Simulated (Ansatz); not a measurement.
One change: `CC(C)[O][Sn][Cl]` becomes `CC(C)[O][Sn][F]`.

Ansatz, PBE0-D4/def2-TZVP geometries, multiplicity 1. Each molecule was computed in one conformer, which needn't be the lowest.

Elements past krypton have def2 core potentials.

```tsv
property	`CC(C)[O][Sn][Cl]`
LUMO energy (PBE0/def2-TZVPP) / eV	-2.45
HOMO–LUMO gap (B3LYP/def2-TZVPP) / eV	4.77
HOMO energy (PBE/def2-TZVPP) / eV	-6.35
HOMO energy (ωB97M-V/def2-TZVPP) / eV	-9.81
LUMO energy (PBE/def2-TZVPP) / eV	-3.09
LUMO energy (B3LYP/def2-TZVPP) / eV	-2.67
```

**Question.** What does the change do to each property? (Estimate.)

**Answer.** The calculation gave: 
| property | `CC(C)[O][Sn][F]` | shift |
| --- | --- | --- |
| LUMO energy (PBE0/def2-TZVPP) / eV | -2.25 | 0.20 |
| HOMO–LUMO gap (B3LYP/def2-TZVPP) / eV | 4.97 | 0.20 |
| HOMO energy (PBE/def2-TZVPP) / eV | -6.31 | 0.04 |
| HOMO energy (ωB97M-V/def2-TZVPP) / eV | -9.91 | -0.10 |
| LUMO energy (PBE/def2-TZVPP) / eV | -2.90 | 0.19 |
| LUMO energy (B3LYP/def2-TZVPP) / eV | -2.49 | 0.18 |

B3LYP here is the variant with VWN-RPA as its local correlation; programs differ in this.
